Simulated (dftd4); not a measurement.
BaF2, charge +1, doublet, geometry from GFN2-xTB (such geometries of metal compounds can be far from the true shape) (a state made from the parent by changing its charge; the spin is typed, not shown lowest); D4 for pbe0 (dftd4).

Input for dftd4:
```
$ dftd4 mol.xyz --func pbe0 --charge 1 --json dftd4.json --noedisp --property

# file mol.xyz
3

Ba     0.24590842     0.26552386     0.24588166
F     -0.97404066     0.32198531    -1.79572217
F     -0.55605617    -1.97413376     0.26579181
```

What the program printed (banner, timings and long lists left out):

```
                    ____  _____ _____     ____  _  _
      -------------|  _ \|  ___|_   _|---|  _ \| || |------------
     |             | | | | |_    | | ___ | | | | || |_           |
     |             | |_| |  _|   | ||___|| |_| |__   _|          |
     |             |____/|_|     |_|     |____/   |_|            |
     |             ===================================           |
     |            E. Caldeweyher, S. Ehlert & S. Grimme          |
     |          Mulliken Center for Theoretical Chemistry        |
     |                    University of Bonn                     |
      -----------------------------------------------------------

Rational (Becke-Johnson) damping: pbe0-D4-ATM
---------------------
  s6         1.0000
  s8         1.2007
  s9         1.0000
  a1         0.4009
  a2         5.0293
 alp        16.0000
--------------------

Atomic data, radii in Ångström:
------------------------------------------------------
   Z          R(cov)      r4/r2   hardness         EN
------------------------------------------------------
  56 Ba       2.3467     5.3747     0.0676     0.8900
   9 F        0.8533     1.2638     0.6693     3.9800
------------------------------------------------------

Atomic reference systems (in atomic units):
----------------------------------------------------------------------------
   Z        #      CN     q+Z       C6(AA)   #      CN     q+Z       C6(AA)
----------------------------------------------------------------------------
  56 Ba     1  0.0000 10.0000    6057.2856   2  0.7850 10.4220    4099.1000
            3  1.4782 10.6340     427.7145   4 14.6770 10.5280     321.8136
   9 F      1  0.0000  9.0000       9.7374   2  0.7408  8.7523      11.7796
----------------------------------------------------------------------------

Atomic properties (in atomic units):
----------------------------------------------------------------------------
     #    Z              CN          q      C6(AA)        C8(AA)   alpha(0)
----------------------------------------------------------------------------
     1   56 Ba       1.1849     1.4550   1243.4904   384837.2297   142.3917
     2    9 F        0.5924    -0.2275     11.6150      198.7478     3.9308
     3    9 F        0.5924    -0.2275     11.6150      198.7478     3.9308
----------------------------------------------------------------------------

Molecular properties (in atomic units):
----------------------------------------
 molecular C6                1608.4495
 molecular C8              408809.7005
----------------------------------------

Dispersion energy:      -1.0931358720372E-03 Eh

[Info] JSON dump of results written to 'dftd4.json'
```
